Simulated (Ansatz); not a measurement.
Ansatz (a quantum-chemistry and plane-wave program) job for B(Me)(OAc)(OH) (C3H7BO3), SMILES CB(O)OC(C)=O, PBE-D3(BJ)/def2-SVP. 

Ansatz 0.2 input:
```yaml
crystal:
  periodic: [false, false, false]
  atoms:
    - {symbol: B, position_ang: [-0.15696374, 0.98407746, 0.75262776]}
    - {symbol: C, position_ang: [1.11898735, 0.77844954, 1.66196331]}
    - {symbol: H, position_ang: [1.10463680, -0.19675339, 2.14246686]}
    - {symbol: H, position_ang: [1.18562349, 1.54168172, 2.43060248]}
    - {symbol: H, position_ang: [2.02946127, 0.80520203, 1.06833202]}
    - {symbol: O, position_ang: [-0.53143066, 0.14677753, -0.31280324]}
    - {symbol: C, position_ang: [0.11544215, -0.93913954, -0.76094865]}
    - {symbol: C, position_ang: [-0.63816445, -1.58497712, -1.89714717]}
    - {symbol: O, position_ang: [1.15421817, -1.34306749, -0.31978455]}
    - {symbol: H, position_ang: [-0.08570673, -2.44536551, -2.26171820]}
    - {symbol: H, position_ang: [-0.77673586, -0.86200017, -2.69785304]}
    - {symbol: H, position_ang: [-1.62032426, -1.89491104, -1.54653691]}
    - {symbol: O, position_ang: [-0.98438582, 2.01286698, 0.97002216]}
    - {symbol: H, position_ang: [-1.73693998, 2.07314557, 0.37888789]}
basis:
  gaussian:
    orbitals: def2-SVP
hamiltonian:
  xc: pbe
  dispersion: d3bj
relax: {f_tol: 0.002, max_steps: 200}
```

It prints:

```
WARN ansatz: RAYON_NUM_THREADS=2 ignored (pool sized by the plan → 2); use --threads N
Functional definition: PBE
integrals: 0.08 GiB planned
1463 factors; their error is unknown
mean field: 0.44 GiB planned
mean field evaluation 1: about -10009.9466 eV, gradient 9.1e1 eV
mean field evaluation 2: about -9983.7002 eV, gradient 1.4e2 eV
mean field evaluation 4: about -10026.5718 eV, gradient 1.0e1 eV
mean field evaluation 8: about -10026.7632 eV, gradient 1.3e-1 eV
mean field evaluation 16: about -10026.7095 eV, gradient 1.2e-3 eV
mean field -10026.70951010 eV, -368.4747781484 hartree, gradient 1.6e-5 eV, S^2 0.000000; 0 other end points of the search recorded, 0 dependent functions left out
the calculation of the forces begins
reference -10026.70954896 eV, -368.4747795766 hartree; 27, 27 occupied and 106, 106 virtual orbitals, 1463 factors
relax step   1: F+E_penalty+E_count = -10026.97635624 eV  Δ(F+E_penalty+E_count) = +0.000e0 eV  max|allowed force component| = 1.141e0 eV/Å  Δτ_max = 0.0000 Å  (30 SCF iters, accepted)
these checks for a lower state are left out or cut short: starts, cluster_reference, orbital_swaps, neighbouring_geometries, increment
integrals: 0.08 GiB planned
1463 factors; their error is unknown
mean field: 0.43 GiB planned
mean field -10026.79945296 eV, -368.4780834877 hartree, gradient 1.7e-5 eV, S^2 0.000000; 0 other end points of the search recorded, 0 dependent functions left out
the calculation of the forces begins
reference -10026.79949198 eV, -368.4780849213 hartree; 27, 27 occupied and 106, 106 virtual orbitals, 1463 factors
[...]
these checks for a lower state are left out or cut short: starts, cluster_reference, orbital_swaps, neighbouring_geometries, increment
integrals: 0.08 GiB planned
1463 factors; their error is unknown
mean field: 0.43 GiB planned
mean field -10026.81922673 eV, -368.4788101602 hartree, gradient 1.6e-5 eV, S^2 0.000000; 0 other end points of the search recorded, 0 dependent functions left out
the calculation of the forces begins
reference -10026.81926536 eV, -368.4788115799 hartree; 27, 27 occupied and 106, 106 virtual orbitals, 1463 factors
relax step  26: F+E_penalty+E_count = -10027.08472399 eV  Δ(F+E_penalty+E_count) = -1.710e-5 eV  max|allowed force component| = 1.514e-3 eV/Å  Δτ_max = 0.0073 Å  (32 SCF iters, accepted)
these checks for a lower state are left out or cut short: starts, cluster_reference, orbital_swaps, neighbouring_geometries, increment
integrals: 0.08 GiB planned
1463 factors; their error is unknown
mean field: 0.43 GiB planned
mean field evaluation 192: about -10026.8193 eV, gradient 1.6e-5 eV
mean field -10026.81925782 eV, -368.4788113029 hartree, gradient 1.6e-5 eV, S^2 0.000000; 0 other end points of the search recorded, 0 dependent functions left out
the calculation of the forces begins
reference -10026.81929644 eV, -368.4788127221 hartree; 27, 27 occupied and 106, 106 virtual orbitals, 1463 factors
relax step  27: F+E_penalty+E_count = -10027.08475072 eV  Δ(F+E_penalty+E_count) = -2.673e-5 eV  max|allowed force component| = 1.267e-2 eV/Å  Δτ_max = 0.0208 Å  (31 SCF iters, accepted)
these checks for a lower state are left out or cut short: starts, cluster_reference, orbital_swaps, neighbouring_geometries, increment
integrals: 0.08 GiB planned
1463 factors; their error is unknown
mean field: 0.43 GiB planned
mean field -10026.81925854 eV, -368.4788113292 hartree, gradient 1.6e-5 eV, S^2 0.000000; 0 other end points of the search recorded, 0 dependent functions left out
the calculation of the forces begins
reference -10026.81929715 eV, -368.4788127480 hartree; 27, 27 occupied and 106, 106 virtual orbitals, 1463 factors
relax step  28: F+E_penalty+E_count = -10027.08476757 eV  Δ(F+E_penalty+E_count) = -1.685e-5 eV  max|allowed force component| = 1.511e-2 eV/Å  Δτ_max = 0.0247 Å  (31 SCF iters, accepted)
these checks for a lower state are left out or cut short: starts, cluster_reference, orbital_swaps, neighbouring_geometries, increment
integrals: 0.08 GiB planned
1463 factors; their error is unknown
mean field: 0.43 GiB planned
mean field -10026.81926443 eV, -368.4788115457 hartree, gradient 1.6e-5 eV, S^2 0.000000; 0 other end points of the search recorded, 0 dependent functions left out
the calculation of the forces begins
reference -10026.81930302 eV, -368.4788129637 hartree; 27, 27 occupied and 106, 106 virtual orbitals, 1463 factors
relax step  29: F+E_penalty+E_count = -10027.08478262 eV  Δ(F+E_penalty+E_count) = -1.505e-5 eV  max|allowed force component| = 1.458e-2 eV/Å  Δτ_max = 0.0181 Å  (31 SCF iters, accepted)
these checks for a lower state are left out or cut short: starts, cluster_reference, orbital_swaps, neighbouring_geometries, increment
integrals: 0.08 GiB planned
1463 factors; their error is unknown
mean field: 0.43 GiB planned
mean field -10026.81926048 eV, -368.4788114003 hartree, gradient 1.8e-5 eV, S^2 0.000000; 0 other end points of the search recorded, 0 dependent functions left out
the calculation of the forces begins
reference -10026.81929906 eV, -368.4788128183 hartree; 27, 27 occupied and 106, 106 virtual orbitals, 1463 factors
relax step  30: F+E_penalty+E_count = -10027.08479463 eV  Δ(F+E_penalty+E_count) = -1.201e-5 eV  max|allowed force component| = 4.003e-3 eV/Å  Δτ_max = 0.0015 Å  (23 SCF iters, accepted)
these checks for a lower state are left out or cut short: starts, cluster_reference, orbital_swaps, neighbouring_geometries, increment
integrals: 0.08 GiB planned
1463 factors; their error is unknown
mean field: 0.43 GiB planned
mean field -10026.81926810 eV, -368.4788116804 hartree, gradient 1.6e-5 eV, S^2 0.000000; 0 other end points of the search recorded, 0 dependent functions left out
the calculation of the forces begins
reference -10026.81930668 eV, -368.4788130984 hartree; 27, 27 occupied and 106, 106 virtual orbitals, 1463 factors
relax step  31: F+E_penalty+E_count = -10027.08480697 eV  Δ(F+E_penalty+E_count) = -1.234e-5 eV  max|allowed force component| = 5.087e-3 eV/Å  Δτ_max = 0.0055 Å  (24 SCF iters, accepted)
these checks for a lower state are left out or cut short: starts, cluster_reference, orbital_swaps, neighbouring_geometries, increment
integrals: 0.08 GiB planned
1463 factors; their error is unknown
mean field: 0.43 GiB planned
mean field evaluation 224: about -10026.8193 eV, gradient 1.0e-3 eV
mean field -10026.81926457 eV, -368.4788115506 hartree, gradient 1.6e-5 eV, S^2 0.000000; 0 other end points of the search recorded, 0 dependent functions left out
the calculation of the forces begins
reference -10026.81930315 eV, -368.4788129684 hartree; 27, 27 occupied and 106, 106 virtual orbitals, 1463 factors
relax step  32: F+E_penalty+E_count = -10027.08481891 eV  Δ(F+E_penalty+E_count) = -1.193e-5 eV  max|allowed force component| = 8.079e-3 eV/Å  Δτ_max = 0.0142 Å  (31 SCF iters, accepted)
these checks for a lower state are left out or cut short: starts, cluster_reference, orbital_swaps, neighbouring_geometries, increment
integrals: 0.08 GiB planned
1463 factors; their error is unknown
mean field: 0.43 GiB planned
mean field -10026.81926160 eV, -368.4788114415 hartree, gradient 1.6e-5 eV, S^2 0.000000; 0 other end points of the search recorded, 0 dependent functions left out
the calculation of the forces begins
reference -10026.81930018 eV, -368.4788128593 hartree; 27, 27 occupied and 106, 106 virtual orbitals, 1463 factors
relax step  33: F+E_penalty+E_count = -10027.08482495 eV  Δ(F+E_penalty+E_count) = -6.044e-6 eV  max|allowed force component| = 9.629e-3 eV/Å  Δτ_max = 0.0136 Å  (32 SCF iters, accepted)
these checks for a lower state are left out or cut short: starts, cluster_reference, orbital_swaps, neighbouring_geometries, increment
integrals: 0.08 GiB planned
1463 factors; their error is unknown
mean field: 0.43 GiB planned
mean field -10026.81926188 eV, -368.4788114519 hartree, gradient 2.1e-5 eV, S^2 0.000000; 0 other end points of the search recorded, 0 dependent functions left out
the calculation of the forces begins
reference -10026.81930046 eV, -368.4788128697 hartree; 27, 27 occupied and 106, 106 virtual orbitals, 1463 factors
relax step  34: F+E_penalty+E_count = -10027.08482816 eV  Δ(F+E_penalty+E_count) = -3.214e-6 eV  max|allowed force component| = 7.489e-3 eV/Å  Δτ_max = 0.0034 Å  (23 SCF iters, accepted)
these checks for a lower state are left out or cut short: starts, cluster_reference, orbital_swaps, neighbouring_geometries, increment
integrals: 0.08 GiB planned
1463 factors; their error is unknown
mean field: 0.43 GiB planned
mean field -10026.81925406 eV, -368.4788111643 hartree, gradient 1.6e-5 eV, S^2 0.000000; 0 other end points of the search recorded, 0 dependent functions left out
the calculation of the forces begins
reference -10026.81929264 eV, -368.4788125823 hartree; 27, 27 occupied and 106, 106 virtual orbitals, 1463 factors
relax step  35: F+E_penalty+E_count = -10027.08482438 eV  Δ(F+E_penalty+E_count) = +3.787e-6 eV  max|allowed force component| = 1.100e-2 eV/Å  Δτ_max = 0.0100 Å  (32 SCF iters, rejected (line search))
these checks for a lower state are left out or cut short: starts, cluster_reference, orbital_swaps, neighbouring_geometries, increment
integrals: 0.08 GiB planned
1463 factors; their error is unknown
mean field: 0.43 GiB planned
mean field -10026.81926397 eV, -368.4788115288 hartree, gradient 1.8e-5 eV, S^2 0.000000; 0 other end points of the search recorded, 0 dependent functions left out
the calculation of the forces begins
reference -10026.81930255 eV, -368.4788129467 hartree; 27, 27 occupied and 106, 106 virtual orbitals, 1463 factors
relax step  36: F+E_penalty+E_count = -10027.08483173 eV  Δ(F+E_penalty+E_count) = -3.567e-6 eV  max|allowed force component| = 2.550e-3 eV/Å  Δτ_max = 0.0048 Å  (24 SCF iters, accepted)
these checks for a lower state are left out or cut short: starts, cluster_reference, orbital_swaps, neighbouring_geometries, increment
integrals: 0.08 GiB planned
1463 factors; their error is unknown
mean field: 0.43 GiB planned
mean field evaluation 256: about -10026.8193 eV, gradient 2.3e-4 eV
mean field -10026.81926186 eV, -368.4788114510 hartree, gradient 2.6e-5 eV, S^2 0.000000; 0 other end points of the search recorded, 0 dependent functions left out
the calculation of the forces begins
reference -10026.81930044 eV, -368.4788128689 hartree; 27, 27 occupied and 106, 106 virtual orbitals, 1463 factors
relax step  37: F+E_penalty+E_count = -10027.08483208 eV  Δ(F+E_penalty+E_count) = -3.457e-7 eV  max|allowed force component| = 1.217e-3 eV/Å  Δτ_max = 0.0016 Å  (22 SCF iters, accepted)
integrals: 0.08 GiB planned
1463 factors; their error is unknown
mean field: 0.43 GiB planned
mean field -10026.81926186 eV, -368.4788114510 hartree, gradient 2.6e-5 eV, S^2 0.000000; 1 other end points of the search recorded, 0 dependent functions left out
the calculation of the forces begins
reference -10026.81930044 eV, -368.4788128689 hartree; 27, 27 occupied and 106, 106 virtual orbitals, 1463 factors
Total energy: -10027.08487066 eV, -368.4885723945 hartree
Atom 0 at    -0.137315     1.014334     0.747745 Å, force     0.000843     0.001118     0.001217 eV/Å
Atom 1 at     1.049079     0.713126     1.724984 Å, force    -0.000201     0.000099    -0.000630 eV/Å
Atom 2 at     1.014445    -0.331037     2.096956 Å, force     0.000043     0.000106    -0.000045 eV/Å
Atom 3 at     1.055537     1.411196     2.583683 Å, force    -0.000071    -0.000095     0.000145 eV/Å
Atom 4 at     2.012340     0.791771     1.180558 Å, force    -0.000285    -0.000196     0.000181 eV/Å
Atom 5 at    -0.528425     0.199696    -0.341104 Å, force    -0.000156    -0.000322    -0.000386 eV/Å
Atom 6 at     0.188801    -0.847356    -0.867467 Å, force    -0.000359    -0.000086     0.000845 eV/Å
Atom 7 at    -0.658694    -1.634092    -1.838062 Å, force    -0.000447     0.000287    -0.001164 eV/Å
Atom 8 at     1.344497    -1.082811    -0.594819 Å, force     0.000324    -0.000081    -0.000239 eV/Å
Atom 9 at    -0.067838    -2.458836    -2.271745 Å, force    -0.000268     0.000252     0.000239 eV/Å
Atom 10 at    -1.031164    -0.967439    -2.641384 Å, force     0.000106    -0.000824     0.000503 eV/Å
Atom 11 at    -1.551366    -2.036276    -1.317952 Å, force     0.000635     0.000379    -0.000145 eV/Å
Atom 12 at    -0.912975     2.124300     0.919658 Å, force     0.000043    -0.001099    -0.000929 eV/Å
Atom 13 at    -1.599203     2.179410     0.227059 Å, force    -0.000207     0.000461     0.000409 eV/Å
Dipole moment:    -0.480082    -0.041311    -0.290501 e Å
```

The calculation finished and met its thresholds.
